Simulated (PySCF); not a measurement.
CH8ClNSi2, SMILES C[Si@@](N)([SiH3])Cl. Coordinates come from a B3LYP-D3(BJ)/def2-SVP optimisation. The structure was generated by enumeration; whether it is a known compound was not checked. The values are those of a single conformer.

Level of theory: B3LYP-D3(BJ)/def2-SVP in PySCF 2.14.0.

Harmonic wavenumbers (cm⁻¹): 97, 114, 134, 158, 196, 218, 229, 301, 411, 460, 504, 510, 538, 701, 753, 799, 859, 871, 911, 943, 947, 1271, 1429, 1433, 1549, 2203, 2210, 2221, 3031, 3122, 3137, 3549, 3640. Rotational constants (GHz): 2.361, 1.723, 1.422; symmetry number 1.

Question: Work out the zero-point energy and the ideal-gas rigid-rotor harmonic-oscillator thermochemistry at 298.15 K and 1 atm.

Answer: ZPE = ½ Σ hcν = ½ × 39448 cm⁻¹ = 56.39 kcal/mol. H − E(el) = 62.88 kcal/mol. Entropy in cal/(mol K): translation 40.40, rotation 28.41, vibration 24.68, total 93.49. G − E(el) = 35.00 kcal/mol. Cp = 34.31 cal/(mol K). Modes under 150 cm⁻¹ make the vibrational entropy uncertain.
